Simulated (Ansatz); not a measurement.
Ansatz input wanted

BH3Br−: 5 atoms, total charge -1, spin state singlet. SMILES: `[BH3-]Br`. The shape is that of a GFN2-xTB optimisation.

```tsv
atom	x (Å)	y (Å)	z (Å)
B	0.1055	-0.0473	0.1457
Br	-1.0442	0.4678	-1.4413
H	1.2341	-0.2172	-0.2603
H	-0.3525	-1.0667	0.6130
H	0.0571	0.8634	0.9429
```

Settings wanted:

```yaml
basis_set: STO-3G
task: energy
method: DFT
functional: wB97M-V
reference: RKS
accuracy: high
```

**Question.** Write the Ansatz 0.2.0 input and the command.

**Answer.** One that was run (others would do as well):

input.yaml:
```yaml
crystal:
  periodic: [false, false, false]
  atoms:
    - {symbol: B, position_ang: [0.105540, -0.047320, 0.145720]}
    - {symbol: Br, position_ang: [-1.044180, 0.467760, -1.441330]}
    - {symbol: H, position_ang: [1.234050, -0.217200, -0.260310]}
    - {symbol: H, position_ang: [-0.352540, -1.066680, 0.613040]}
    - {symbol: H, position_ang: [0.057130, 0.863440, 0.942890]}
basis:
  gaussian: {orbitals: STO-3G}
total_charge: -1
accuracy: high
hamiltonian: {xc: {name: wB97M-V}}
```

```bash
$ ansatz run input.yaml --threads 1 --pin off --max-ram 2610MiB --events-out events.jsonl --progress --plain --runs-dir runs
```

Calculated total energy: -2572.39432 Eh. Without diffuse functions such a state is poorly described.
